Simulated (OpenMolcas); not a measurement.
**Multiplet structure of F2+**

```
Program             : OpenMolcas
Method              : SS-RASPT2, IPEA 0.25 Eh, imaginary shift 0.1 Eh (closed shells correlated: 1s)
Basis               : ANO-RCC-VTZP [4s3p2d1f]
Scalar Hamiltonian  : DKH2, point nucleus
Active space        : 5 electrons in 9 orbitals (RAS2 2s 2p; RAS3 3d, at most 2 electrons)
State averaging     : 2S+1 = 4 odd, 1 root; 2S+1 = 2 odd, 8 roots; 2S+1 = 4 even, 3 roots; 2S+1 = 2 even, 9 roots
Spin-orbit coupling : state interaction with AMFI integrals over the reference wave functions, term energies averaged over their components
```

Spin-free terms above the lowest, with the occupations of the reference:

```
Configuration  Term  E (cm⁻¹)              Occupations
      2s² 2p³   ⁴S°       0.0  2s 1.99 2p 3.00 3d 0.01
      2s² 2p³   ²D°     34870  2s 1.99 2p 3.00 3d 0.01
      2s² 2p³   ²P°     52660  2s 1.94 2p 3.05 3d 0.01
       2s 2p⁴    ⁴P    153000  2s 1.01 2p 3.98 3d 0.02
       2s 2p⁴    ²D    212160  2s 1.01 2p 3.96 3d 0.03
       2s 2p⁴    ²S    251200  2s 1.01 2p 3.97 3d 0.02
       2s 2p⁴    ²P    270500  2s 1.00 2p 3.97 3d 0.03
```

With spin-orbit coupling, above the lowest level:

```csv
Configuration,Term,J,E (cm⁻¹),Measured (cm⁻¹),g,Term weight %
2s² 2p³,⁴S°,3/2,0.0,0.0,2.002,100
2s² 2p³,²D°,3/2,34870,,0.800,100
2s² 2p³,²D°,5/2,34880,,1.200,100
2s² 2p³,²P°,3/2,52670,,1.334,100
2s² 2p³,²P°,1/2,52670,,0.666,100
2s 2p⁴,⁴P,5/2,152820,151898,1.601,100
2s 2p⁴,⁴P,3/2,153130,152235,1.735,100
2s 2p⁴,⁴P,1/2,153310,152410,2.671,100
2s 2p⁴,²D,3/2,212160,210256,0.800,100
2s 2p⁴,²D,5/2,212160,210240,1.200,100
2s 2p⁴,²S,1/2,251200,248260,2.002,100
2s 2p⁴,²P,3/2,270380,266559,1.334,100
2s 2p⁴,²P,1/2,270750,266943,0.666,100
```

Against the 8 measured excited levels shown (Moore, Atomic Energy Levels, vol. I, NSRDS-NBS 35 (1971 reprint of NBS Circular 467, 1949)) the mean absolute deviation is 2100 cm-1; the largest miss in energy is 2s 2p⁴ ²P_3/2: computed 270380, measured 266559 cm⁻¹ (+1.4 %).

Spin-orbit coupling puts the lowest level 2.7 cm⁻¹ below the lowest spin-free term.

CASPT2 breaks the degeneracy within a term, and the mean is taken; among the terms shown or strongly mixed into the levels shown the widest spread is 12 cm-1 (2s² 2p³ ²D°). Active for correlation alone: 3d; no level in the range computed is led by a configuration that fills it, so any true level of that kind is missing. Measured partners are found by configuration, term and J. A level has none where our copy of the source lacks it or the pairing is in doubt (some pairs that miss far off the trend of their configuration count as doubtful), and it then counts in no deviation. Levels of configurations outside the active space are missing. The first state left out of the spin-orbit step lies near 440000 cm-1 above the lowest spin-free state of the reference (among the parities and spins computed), and the list stops at four fifths of that energy or lower.

The term weight is that of the spin-free term in the level, not the purity of its configuration. ° marks odd parity.
